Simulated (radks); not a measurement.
Results of a calculation; reference values are marked as such.
Question: Mean orbital radii <r> (bohr) of the manganese ion Mn+, [Ar] 3d5 4s1, of relativity; Dirac values are averaged over j with weights 2j + 1. Spin-unpolarised spherical Kohn-Sham, LDA (Slater exchange, Perdew-Wang correlation), point nucleus unless stated (finite: rms radius 3.7057 fm), a radial shooting solver on a logarithmic mesh with Libxc functionals. A level marked "c x" has the speed of light scaled by that factor and shares open shells by 2j + 1; other Dirac levels either fill j = l - 1/2 first or share by 2j + 1.

shell       non-rel.
1s           0.06167
2s            0.2831
2p            0.2486
3s            0.8621
3p            0.9088
3d             1.180
4s             2.809
4p (empty)     3.485
5s (empty)     7.053

Give the values at the level "Dirac, c x 1.5".

Answer: 
shell       Dirac, c x 1.5  change of magnitude (%)
1s                 0.06138                    -0.48
2s                  0.2817                    -0.50
2p                  0.2480                    -0.21
3s                  0.8583                    -0.44
3p                  0.9074                    -0.16
3d                   1.183                    +0.27
4s                   2.797                    -0.42
4p (empty)           3.480                    -0.14
5s (empty)           7.035                    -0.25
